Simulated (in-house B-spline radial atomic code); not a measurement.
A fraction x of an electron is moved 3s → 3p in the potassium ion K³⁺, starting from [Ne] 3s2 3p4 and keeping the highest spin. Level of theory: non-relativistic OLYP, spin-polarised, spherical fractional occupations, point nucleus; calculated with an all-electron radial atomic-structure program (B-spline basis).

```csv
x,E(x) - E(0) (eV),3s down level (eV),3p down level (eV)
0,0.0000,-70.266,-53.063
0.125,2.1502,-70.312,-53.112
0.25,?,?,?
0.375,6.4496,-70.402,-53.207
0.5,8.5988,-70.447,-53.255
0.625,?,?,?
0.75,12.8957,-70.534,-53.350
0.875,15.0435,-70.577,-53.397
1,17.1907,-,-53.443
```

What belongs in the row x = 0.25?

An energy change of 4.3001 eV; 3s down at -70.357 eV, 3p down at -53.160 eV.

What belongs in the row x = 0.625?

An energy change of 10.7475 eV; 3s down at -70.490 eV, 3p down at -53.303 eV.

Check Janak's theorem between x = 0.375 and 0.5.

The slope of the energy is 17.19 eV; the orbital levels give 17.19 eV (ε of the receiving orbital less ε of the emptying one, averaged over the two points).
